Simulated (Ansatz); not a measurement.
Total energies of (KOH)2 ring (K2O2H2) from Ansatz at PBE-D4/def2-TZVP, gas phase (1 Eh = 27.2114 eV = 2625.5 kJ/mol). The reference geometry is relaxed at PBE0-D4/def2-TZVP.

```tsv
atom	x (Å)	y (Å)	z (Å)
K1	0.256	1.544	0.747
O2	-1.712	0.291	-0.018
K3	-0.256	-1.546	-0.742
O4	1.712	-0.292	0.021
H5	-2.653	0.461	-0.032
H6	2.653	-0.458	0.023
```

```
                state   geometry  energy (Eh)
     charge 0 singlet  reference  -1351.07894
     charge 1 doublet  reference  -1350.82216
free K atom (doublet)          –   -599.69080
free O atom (triplet)          –    -75.00967
free H atom (doublet)          –     -0.49962
```

Q: Work out the vertical ionisation energy to the doublet.

A: E(charge 1 doublet) − E(charge 0 singlet) = -1350.82216 − (-1351.07894) = 0.25678 Eh = 6.99 eV. For comparison, −ε of the highest occupied level is 3.86 eV at this level, 3.13 eV less.

Q: What is the binding energy per atom against free atoms?

A: Atoms: 2 × (-599.69080) + 2 × (-75.00967) + 2 × (-0.49962) = -1350.40018 Eh. Binding: -1350.40018 − (-1351.07894) = 0.67876 Eh = 18.47 eV, or 3.08 eV for each of 6 atoms (no zero-point energy, no counterpoise term).

At PBE-D4/def2-TZVP the gap within one spin of the charge 1 doublet nearly closes, so an electron or hole may be smeared out by delocalisation error.
